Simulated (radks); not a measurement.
Results of a calculation; reference values are marked as such.
Problem. Excited configurations of Ti IV: one electron is placed in a higher orbital outside [Ar]. The ground configuration is [Ar] 3d1. Level of theory: scalar-relativistic Kohn-Sham, BLYP, spin-unpolarised, spherical densities, point nucleus (a radial shooting solver on a logarithmic mesh with Libxc functionals). Excitation = E - E(ground); binding = E(ion) - E, where the ion is the core of charge +4; n* = 4/sqrt(2 binding) in atomic units, and the quantum defect is n - n*.

| outer orbital | excitation (eV) | binding (eV) | n* | quantum defect | eigenvalue (eV) | <r> (bohr) |
|---|---|---|---|---|---|---|
| 4s | 9.741 | 33.524 | 2.548 | 1.452 | -29.226 | 2.528 |
| 4d | 23.858 | 19.407 | 3.349 | 0.651 | -16.510 | 3.533 |
| 4f | 29.250 | 14.015 | 3.941 | 0.059 | -11.625 | 4.225 |
| 5p | 28.045 | 15.220 | 3.782 | 1.218 | -13.387 | 5.285 |
| 5d | 31.410 | 11.855 | 4.285 | 0.715 | -10.304 | 6.319 |
| 5f | 33.856 | 9.409 | 4.810 | 0.190 | -8.060 | 7.274 |
| 6s | 32.473 | 10.792 | 4.491 | 1.509 | -9.609 | 7.738 |
| 6d | 35.262 | 8.003 | 5.215 | 0.785 | -7.047 | 9.750 |
| 7d | 37.482 | 5.783 | 6.135 | 0.865 | -5.134 | 13.83 |

Estimate the row for 7p.

Solution. excitation (eV) 36.493; binding (eV) 6.772; n* 5.670; quantum defect 1.330; eigenvalue (eV) -6.042; <r> (bohr) 12.15. The Delta-SCF ionisation energy is 43.265 eV (NIST Atomic Spectra Database: 43.267 eV, measured). Self-interaction in the functional shifts the binding energies and quantum defects, so they are the method's values and not measured ones. Spin polarisation and multiplet splitting are left out, so open shells lie too high by an amount that depends on their filling.

Beside tabulated values, note that spin-unpolarised runs miss the spin-polarisation part of the exchange energy of open shells.
